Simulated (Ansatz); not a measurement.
Relaxation of a periodic cell of 36 atoms, H3C2N (contents 6 CH3CN, density as packed 0.71 g/cm³ with natural masses), to a largest force component of 0.3 eV/Å in at most 15 steps.

Method: DFT PBE, scalar-relativistic, plane waves, PAW in Ansatz 0.2.0. Settings: accuracy low, cutoff 420 eV, k mesh 1x1x1, fermi-dirac smearing 0.02 eV, no spin polarisation.

```xyz
36
Lattice="8.3117 0.0000 0.0000 0.0000 8.3117 0.0000 0.0000 0.0000 8.3117" Properties=species:S:1:pos:R:3
C 8.249 4.162 4.048
C 7.309 4.736 3.088
N 6.551 5.199 2.314
H 8.831 3.369 3.575
H 8.932 4.932 4.411
H 7.708 3.742 4.898
C 3.484 7.856 5.296
C 2.419 7.914 4.298
N 1.561 7.962 3.492
H 4.337 7.300 4.903
H 3.811 8.864 5.556
H 3.125 7.358 6.199
C 1.591 4.055 6.811
C 2.716 3.553 6.025
N 3.623 3.148 5.391
H 1.857 5.002 7.284
H 0.724 4.214 6.166
H 1.325 3.336 7.588
C 6.671 6.754 6.533
C 6.574 7.819 7.527
N 6.495 8.679 8.329
H 6.957 5.816 7.014
H 5.710 6.615 6.035
H 7.422 7.008 5.783
C 4.297 4.508 0.227
C 3.536 5.207 1.259
N 2.921 5.771 2.091
H 5.267 4.199 0.621
H 3.754 3.621 -0.105
H 4.458 5.164 -0.631
C 5.032 2.264 2.399
C 3.613 2.392 2.724
N 2.469 2.496 2.985
H 5.455 3.244 2.173
H 5.572 1.834 3.244
H 5.161 1.615 1.531
```

Problem. Where does it end, and by what steps?

Solution. The run converged. The threshold is loose, so the end isn't yet a minimum. The force dipped under the threshold on the way, but the program's further checks kept it going. Limits of this set-up: coarse k mesh, low accuracy level. After 11 steps the energy has fallen by 1.510 eV; N9 moved furthest, 1.37 Å.

```csv
step,energy less start (eV),largest force component (eV/Å),accepted
0,0.0000,1.875,yes
1,-0.4841,0.450,yes
2,-0.6766,0.452,yes
3,-0.8283,0.500,yes
4,-0.9654,0.766,yes
5,-1.0891,0.904,yes
6,-1.2175,0.794,yes
7,-1.3200,0.249,yes
8,-1.3200,0.249,yes
9,-1.3959,0.168,yes
10,-1.4576,0.174,yes
11,-1.5101,0.242,yes
```

```xyz
36
Lattice="8.3117 0.0000 0.0000 0.0000 8.3117 0.0000 0.0000 0.0000 8.3117" Properties=species:S:1:pos:R:3
C 8.529 4.273 3.601
C 7.937 4.825 2.394
N 7.476 5.248 1.413
H 9.186 3.431 3.326
H 9.124 5.050 4.099
H 7.740 3.918 4.281
C 3.298 7.926 5.155
C 1.888 7.886 4.831
N 0.753 7.841 4.587
H 3.852 7.361 4.394
H 3.643 8.968 5.193
H 3.462 7.482 6.146
C 1.357 3.658 7.211
C 2.448 3.308 6.318
N 3.338 3.037 5.621
H 1.423 4.720 7.491
H 0.386 3.483 6.721
H 1.407 3.051 8.130
C 6.812 6.843 6.676
C 6.408 8.065 7.346
N 6.090 9.052 7.872
H 7.203 6.134 7.421
H 5.953 6.389 6.160
H 7.582 7.078 5.926
C 4.401 4.890 0.326
C 3.727 5.574 1.412
N 3.211 6.112 2.304
H 5.488 4.923 0.499
H 4.078 3.843 0.275
H 4.178 5.368 -0.638
C 4.998 1.939 2.541
C 3.584 2.077 2.246
N 2.463 2.213 1.969
H 5.452 2.935 2.629
H 5.147 1.409 3.489
H 5.493 1.397 1.721
```

Time of the run: 38 s on 1 thread of Arm Neoverse V2 (shared host), peak memory 0.5 GiB.
